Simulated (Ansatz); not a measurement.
Stretching the C2–H3 bond in C2H6Si (SMILES C[Si]C) (multiplicity 1 held, fragments rigid). Energies count from the point at 1.100 Å.
Geometry at that point (charge 0, multiplicity 1):
```xyz
9

Si     0.21503    -0.10028     0.71649
C      0.53188     1.33370    -0.49696
H     -0.40130     1.91548    -0.53284
H      0.73056     1.00415    -1.52134
H      1.32261     2.01106    -0.17292
C     -0.81532    -1.20152    -0.44747
H     -0.09708    -1.68306    -1.12779
H     -1.51090    -0.64025    -1.07879
H     -1.35368    -1.99657     0.06939
```

Signs of static correlation in cc-pV(D+d)Z, from Ansatz (a first-principles code) runs.

```
R (Å)  T1 of restricted CCSD  ⟨S²⟩ of UHF  largest double amplitude of restricted CCSD
-----  ---------------------  -----------  -------------------------------------------
0.880                  0.011        0.387                                        0.107
0.990                  0.011        0.379                                        0.107
1.100                  0.011        0.371                                        0.106
1.210                  0.011        0.363                                        0.106
1.320                  0.011        0.356                                        0.104
1.485                  0.012        0.350                                        0.102
1.650                  0.014        0.444                                        0.097
1.925                      …            …                                        0.097
2.201                  0.025        1.174                                        0.168
2.531                  0.035        1.290                                        0.291
2.971                  0.049        1.344                                        0.548
3.521                  0.061        1.362                                        0.734
```

Problem. Some entries are withheld; supply them.

Solution. 
- 1.925, T1 of restricted CCSD: 0.018
- 1.925, ⟨S²⟩ of UHF: 0.942

Doubts at one or more of the structures used: a restricted determinant that unrestricted orbitals would lower (R-CCSD(T)/cc-pV(D+d)Z); other coupled-cluster roots lie near (R-CCSD(T)/cc-pV(D+d)Z); T1 above 0.05 (R-CCSD(T)/cc-pV(D+d)Z, U-CCSD(T)/cc-pV(D+d)Z); a spin-contaminated determinant (U-CCSD(T)/cc-pV(D+d)Z); the program's own flag: large difference (U-CCSD(T)/cc-pV(D+d)Z).
